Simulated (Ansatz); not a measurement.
Molecule: C₃H₅O, net charge 0, doublet state. It need not be the lowest isomer of its formula. 
Structure (B3LYP-D3(BJ)/def2-TZVP (Ansatz, a first-principles code) minimum search):
SMILES: [CH]=CCO
```xyz
9

C      1.7481    -0.3854    -0.5112
C      0.8021     0.1491     0.2096
C     -0.5852     0.4707    -0.2841
O     -1.5829    -0.2119     0.4695
H      2.7726    -0.7024    -0.4004
H      0.9792     0.3713     1.2666
H     -0.6632     0.2459    -1.3519
H     -0.7931     1.5328    -0.1432
H     -1.4225    -1.1588     0.3869
```
Charge 0, spin multiplicity 2.

Wanted: atomisation energy (electronic, to ground-state atoms), in kJ/mol. Correlated levels leave the core frozen unless marked. Open shells are spin-unrestricted. No spin-orbit coupling. Non-relativistic unless marked X2C. The coupled-cluster limit lacks core correlation, which all-electron functionals hold. CBS(X,Y): correlation extrapolated as X^-3; Hartree-Fock from the larger set. The bracket is a focal-point correction in the basis named.

The UHF reference is spin-contaminated (<S^2> 0.17 over the pure value in the largest basis). 

| level | program | atomisation energy (kJ/mol) |
|---|---|---|
| BHLYP-D4/def2-TZVPD | Ansatz + dftd4 | 3389.3 |
| CAM-B3LYP-D4/def2-TZVPD | Ansatz + dftd4 | ___ |
| CCSD/cc-pVDZ | Ansatz | 3187.0 |
| CCSD/aug-cc-pVTZ | Ansatz | 3376.1 |
| X2C-CCSD(T)/cc-pVTZ-DK | Ansatz | ___ |
| RI-MP2/CBS(aug-cc-pVTZ,aug-cc-pVQZ)+[CCSD(T)-MP2]/aug-cc-pVTZ | Ansatz | ___ |

Complete the blanks.


- CAM-B3LYP-D4/def2-TZVPD, atomisation energy (kJ/mol): 3526.5
- X2C-CCSD(T)/cc-pVTZ-DK, atomisation energy (kJ/mol): 3409.3
- RI-MP2/CBS(aug-cc-pVTZ,aug-cc-pVQZ)+[CCSD(T)-MP2]/aug-cc-pVTZ, atomisation energy (kJ/mol): 3505.5
